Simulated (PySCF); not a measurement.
Excitations are Tamm–Dancoff values on a coarser integration grid. The basis has no diffuse functions, so Rydberg states are missing or too high.

## CH$_{5}$BSi, SMILES `B[SiH]=C` (H–B–Si–C torsion 180°) (charge 0, multiplicity 1)

The numbers are results of PBE0-D3(BJ)/def2-TZVP run with PySCF 2.14.0, not measurements.

```json
{
  "HOMO": "-6.85 eV",
  "dipole_moment": "0.19 D",
  "LUMO": "-2.98 eV",
  "HOMO–LUMO gap": "3.87 eV",
  "S1 excitation (TDA)": "4.07 eV",
  "S1 oscillator strength": "0.327",
  "brightest of the four lowest singlets (TDA)": "4.07 eV",
  "T1 excitation (TDA)": "1.52 eV",
  "S1–T1 gap (TDA)": "2.56 eV",
  "total_energy": "-9665.09 eV",
  "cost": "about 40 core-seconds (a rough figure)"
}
```

```xyz
8

B      1.6467    -0.0866    -0.1158
Si    -0.1573     0.6402     0.1739
C     -1.5186    -0.3971    -0.0164
H      2.6422     0.5623    -0.0031
H      1.7349    -1.2388    -0.4196
H     -0.4170     2.0512     0.5530
H     -1.3799    -1.4375    -0.2933
H     -2.5510    -0.0937     0.1213
```
Charge 0, spin multiplicity 1.
